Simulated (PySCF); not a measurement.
**Löwdin shares of the frontier orbitals**

Compound: C7H14GeO.
Geometry (PBE0-D3(BJ)/def2-SVP, Å), atoms numbered from 1 in this order:
```xyz
23
C7H14GeO angstrom
C     -2.6017   -2.5743   -0.2218
C     -2.1038   -1.3547    0.0257
C     -0.9031   -1.1264    0.9072
C      0.2878   -0.6192    0.1478
C      1.0120    0.4568    0.4717
C      2.2045    0.9553   -0.2792
C      3.4701    0.9999    0.5716
O     -2.6958   -0.2722   -0.5221
Ge    -2.1496    1.4219   -0.7493
H     -2.1582   -3.4570    0.2389
H     -3.4660   -2.6953   -0.8769
H     -0.6518   -2.0857    1.3877
H     -1.1605   -0.4209    1.7171
H      0.5654   -1.2009   -0.7414
H      0.7276    1.0308    1.3653
H      1.9881    1.9726   -0.6551
H      2.3666    0.3264   -1.1699
H      4.3217    1.3982   -0.0005
H      3.7410   -0.0054    0.9291
H      3.3348    1.6408    1.4575
H     -1.0534    1.4908   -1.8245
H     -3.4452    2.0921   -1.2282
H     -1.6834    2.0255    0.5871
```

Computed, not measured: PySCF, TDDFT B3LYP/def2-SVPD, vertical, gas phase, core orbitals frozen in the response. The B3LYP/def2-SVPD calculation is non-relativistic and has no spin–orbit coupling, an omission that weighs most on germanium.

Kohn–Sham orbitals with the atoms that hold most of them (Löwdin shares over 4%, at most four atoms; ? is withheld):

```
orbital  ε (eV)                             atoms
 LUMO+2    0.12  Ge9 38%, H23 11%, H22 9%, H21 8%
 LUMO+1   -0.15   Ge9 24%, H21 10%, C4 7%, H23 7%
   LUMO       ?                                 ?
   HOMO   -6.12            C1 38%, C2 25%, O8 21%
 HOMO-1   -7.04                                 ?
 HOMO-2   -8.52     O8 48%, Ge9 10%, C2 8%, C3 8%
 HOMO-3   -9.14  Ge9 18%, O8 16%, H21 14%, H22 7%
```

Problem. Give the leading atoms of the HOMO-1.

Solution. C4 (bonded to 2 C and H) 30%; C5 (bonded to 2 C and H) 30%; C3 (bonded to 2 C and 2 H) 7%; C6 (bonded to 2 C and 2 H) 6%.

Problem. Which atoms hold the LUMO, and with what shares?

Solution. Ge9 (bonded to O and 3 H) 17%; C5 (bonded to 2 C and H) 17%; C4 (bonded to 2 C and H) 14%; O8 (bonded to C and Ge) 8%. By element: carbon 30% or more, germanium 17%, oxygen 8%.

Problem. What is the LUMO energy, and the HOMO–LUMO gap?

Solution. ε(LUMO) = -0.46 eV; the gap is 5.65 eV (0.2078 hartree).

Problem. How does S1 compare with the orbital gap of 5.65 eV?

Solution. S1 is at 4.81 eV (f = 0.0026), 0.84 eV below the gap, made of HOMO→LUMO (98%). 

Problem. One configuration dominates each of S1, S2 and S4. Which, and how do the shares of the two leading atoms of either orbital change from the occupied to the empty one?

Solution. 
- S1 (4.81 eV, f 0.0026), HOMO→LUMO (98%): C1 38% → at most 8%, C2 25% → at most 8%, Ge9 at most 4% → 17%, C5 at most 4% → 17%
- S2 (5.34 eV, f 0.049), HOMO→LUMO+1 (90%): C1 38% → at most 7%, C2 25% → at most 7%, Ge9 at most 4% → 24%, H21 at most 4% → 10%
- S4 (5.93 eV, f 0.042), HOMO-1→LUMO (74%): C4 30% → 14%, C5 30% → 17%, Ge9 at most 6% → 17%

Löwdin shares depend on the basis, the more so with diffuse functions.

One conformer stands for the species.
